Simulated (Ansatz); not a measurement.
Cost against result

Saddle point of BHBrClF₂, closed shell (BClF₂ ([F][B]([F])[Cl]) + HBr → BBrF₂ ([F][B]([F])[Br]) + HCl; bonds formed: B1–Br6, Cl2–H5; bonds broken: B1–Cl2, H5–Br6), PBE0-D4/def2-TZVP structure:

```tsv
atom	x (Å)	y (Å)	z (Å)
B1	-0.1936	-0.5225	0.2455
Cl2	-1.1474	0.9143	-0.7642
F3	-0.1502	-1.6335	-0.4655
F4	-0.5934	-0.5443	1.5031
H5	0.3566	1.2549	-0.6141
Br6	1.7280	0.5311	0.0952
```

Barriers are electronic and count from the start structure reached by relaxing down the imaginary mode.

Program: Ansatz 0.2.0. Basis: as named in each row. Cores are frozen in the correlated methods. Filled d shells of the heavier atoms are correlated. The def2 sets are not built for correlating such inner shells, so the correlated values are less sure here. B3LYP uses VWN-RPA correlation. Extrapolation: Hartree–Fock as exp(−7.88 √X), correlation as X^−2.97.

Times are rough, for one single point on 4 threads of a shared host (Arm Neoverse V1).

The estimate by CCSD(T) at an estimated basis limit (MP2 extrapolated from triple and quadruple zeta, plus CCSD(T) − MP2 in triple zeta) is 1.119 eV.

| method | basis | time (s) | barrier (eV) | method less estimate |
| --- | --- | --- | --- | --- |
| HF | STO-3G | under 1 | 1.517 | 0.398 |
| PBE-D4 | STO-3G | under 1 | 0.208 | -0.911 |
| SPW92 | def2-SVP | under 1 | 0.245 | -0.874 |
| PBE-D4 | def2-SVP | under 1 | 0.621 | -0.498 |
| B3LYP-D4 | 6-31G | under 1 | 1.166 | 0.047 |
| SPW92 | def2-TZVPP | 1 | 0.355 | -0.764 |
| PBE0-D4 | def2-SVP | 1 | 0.833 | -0.286 |
| PBE-D4 | def2-TZVPP | 2 | 0.706 | -0.413 |
| BLYP-D4 | def2-TZVPP | 2 | 0.947 | -0.172 |
| B3LYP-D4 | def2-TZVPP | 2 | 1.078 | -0.041 |
| BHLYP-D4 | def2-TZVPP | 3 | 1.303 | 0.184 |
| CCSD(T) | def2-SVP | 3 | 1.327 | 0.208 |
| CAM-B3LYP-D4 | def2-TZVPP | 3 | 1.162 | 0.043 |
| PBE0-D4 | def2-TZVPP | 3 | 0.890 | -0.229 |
| r2SCAN-D4 | def2-TZVPP | 4 | 0.839 | -0.280 |
| RPA on PBE | def2-TZVPP | 4 | 1.165 | 0.046 |
| wB97M-V | def2-SVP | 4 | 0.990 | -0.129 |
| r2SCAN0-D4 | def2-TZVPP | 4 | 0.966 | -0.153 |
| B2PLYP | def2-TZVPP | 4 | 1.138 | 0.019 |
| PBE-QIDH | def2-TZVPP | 5 | 1.027 | -0.092 |
| B97M-V | def2-TZVPP | 6 | 1.119 | 0.000 |
| wB97X-V | def2-TZVPP | 6 | 1.138 | 0.019 |
| wB97M-V | def2-TZVPP | 8 | 1.088 | -0.031 |
| MP2 | def2-QZVPP | 16 | 1.021 | -0.098 |
| CCSD(T) | def2-TZVPP | 38 | 1.178 | 0.059 |

All methods are single points on the PBE0-D4 structures.

No T1 diagnostic of these runs exceeds 0.011.

Labels in which every atom is bracketed show which atoms are joined, not bond orders.
